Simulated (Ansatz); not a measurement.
Reaction (formal exchange of groups at a C–C bond): `C[CH](C)[Sn][F]` + `C[O][ZnH]` → `C[O][Zn][CH3]` + `C[CH2][Sn][F]`

Isolated molecules relaxed with PBE0-D4/def2-TZVP in Ansatz; ΔE leaves out vibrations. CCSD(T)/CBS adds triple-zeta CCSD(T) − MP2 to the extrapolated MP2 energy (def2 sets, frozen cores). Functionals use def2-TZVPP. B3LYP here is the variant with VWN-RPA as its local correlation; programs differ in this. Elements past krypton have def2 core potentials. For Sn, Zn outer-core shells are correlated without core-valence functions, which leaves a few kJ/mol of doubt a bond. Scalar relativity is left out up to krypton. Each species was taken in one conformer, which may not be the lowest.

Task: Is it downhill or uphill in electronic energy at CCSD(T)/CBS, and by how much? (An estimate is asked.)

Result: The calculation gave: Downhill: ΔE = -7.7 kcal/mol.

Task: What do these levels give: B97M-V, PBE0-D4, B3LYP-D4, r2SCANh-D4, r2SCAN, SCS-MP2/def2-QZVPP? (An estimate is asked.)

Result: The calculation gave: B97M-V -5.8, PBE0-D4 -7.2, B3LYP-D4 -7.1, r2SCANh-D4 -7.5, r2SCAN -7.9, SCS-MP2/def2-QZVPP -7.7 kcal/mol.

Largest T1 diagnostic among the species: 0.017.

The D4 term adds +2.1 kcal/mol with B3LYP and +1.1 kcal/mol with PBE0; it sums over pairs of atoms, weighted by their polarisabilities, and B3LYP, whose exchange is more repulsive, gets the larger term. At CCSD(T), def2-SVP lies +2.9 kcal/mol from the extrapolated value and def2-TZVPP +0.8 kcal/mol.
